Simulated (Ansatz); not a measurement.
A structure relaxed at PBE0-D4/def2-TZVP, charge 0, multiplicity 1:

```xyz
7

C     0.173   -0.351    1.071
S    -0.821    0.964    0.288
Zn   -0.374    0.696   -1.818
H     1.239   -0.204    0.905
H    -0.122   -1.342    0.726
H    -0.021   -0.290    2.141
H    -0.076    0.527   -3.313
```

Question: Give its formula and SMILES.

Answer: CH4SZn, `C[S][ZnH]`.

Question: Point group (tolerance 0.08 Å, 0.16 Å for H)?

Answer: Cs.

Question: Summarise the bond lengths by kind.

Answer: 1 × C–S 1.825 Å; 3 × C–H 1.089 to 1.090 Å; 1 × S–Zn 2.170 Å; 1 × H–Zn 1.534 Å.

Program: Ansatz 0.2.0.
